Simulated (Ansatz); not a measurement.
PBE exchange is replaced step by step with exact exchange (0 % is PBE, 25 % PBE0; no dispersion term), basis def2-TZVP, Ansatz. System: the cluster Mg3O2⁺. The state is a doublet with charge 1. Geometry: PBE-D4/def2-SVP, each spin state at its own.

Geometry of the doublet:

```xyz
5

Mg    0.260    0.329    1.411
Mg    1.961   -1.116   -1.446
Mg   -1.296    0.261   -0.647
O    -1.504    0.856    1.109
O     0.579   -0.330   -0.427
```

The structure comes from a short search, and lower isomers may exist.

HOMO and LUMO are taken over both spins.

```csv
exact exchange (%),HOMO (eV),LUMO (eV),gap (eV),⟨S²⟩,quartet − doublet (kJ/mol)
0,-8.51,-7.70,0.81,0.752,197.2
5,-8.64,-7.54,1.10,0.752,196.7
10,-8.77,-7.38,1.39,0.752,196.1
15,-8.91,-7.22,1.69,0.752,195.3
35,-9.50,-6.61,2.88,0.751,190.5
50,-9.95,-6.16,3.79,0.751,186.3
```

(1) Estimate the row for 25 %.

Results:

(1) 
```csv
exact exchange (%),HOMO (eV),LUMO (eV),gap (eV),⟨S²⟩,quartet − doublet (kJ/mol)
25,-9.20,-6.92,2.28,0.751,193.1
```
